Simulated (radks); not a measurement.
The numbers below are computed, except where a source is named.
Problem. Coherent X-ray form factor from a spherical all-electron density. Code: a radial shooting solver on a logarithmic mesh with Libxc functionals. Model: scalar-relativistic Kohn-Sham, OLYP, spin-polarised, spherical densities, finite nucleus; Fermi nuclear charge, rms radius of each element as measured or else 0.836 A^(1/3) + 0.57 fm.

| sin(theta)/lambda (1/angstrom) | f0 (electrons) |
|---|---|
| 0.05 | 0.986 |
| 0.1 | 0.945 |
| 0.15 | 0.884 |
| 0.2 | 0.807 |
| 0.25 | 0.723 |
| 0.3 | 0.637 |
| 0.4 | 0.478 |
| 0.5 | 0.349 |
| 0.6 | 0.252 |
| 0.8 | 0.131 |
| 1 | 0.071 |
| 1.25 | 0.036 |
| 1.5 | 0.020 |
| 2 | 0.007 |

The species is in the configuration that NIST lists as its ground one. Which atom or ion scatters so?

Solution. The helium ion He+, 1s1. Extrapolating in s^2 from the first two rows gives f0(0) = 1.0, near the electron count 1; among species with that count, the fall with angle is slower the higher Z, and the table is that of Z = 2; from so few rows the species is fixed only to a neighbour or two.
